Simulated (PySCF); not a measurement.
VOCl3, SMILES [Cl][V](=[O])([Cl])[Cl], multiplicity 1.

Coordinates come from a PBE-D3(BJ)/def2-SVP optimisation. The spin state was assumed, not searched.

These are HF/def2-TZVP (PySCF) values and carry that method's errors.

Gas-phase values at a fixed geometry.

* **total energy**: -2396.35951 hartree
* **point group**: C3v
* **highest occupied level**: -12.90 eV
* **lowest empty level**: -0.80 eV
* **orbital gap**: 12.11 eV
* **dipole moment**: 0.65 D
* **quadrupole, principal values (traceless, Buckingham form, about the centre of nuclear charge)**: -2.01, 1.00, 1.00 D·Å
* **mean static polarisability**: 68.9 bohr³ (10.21 Å³)
* **polarisability, principal values**: 59.2, 73.8, 73.8 bohr³
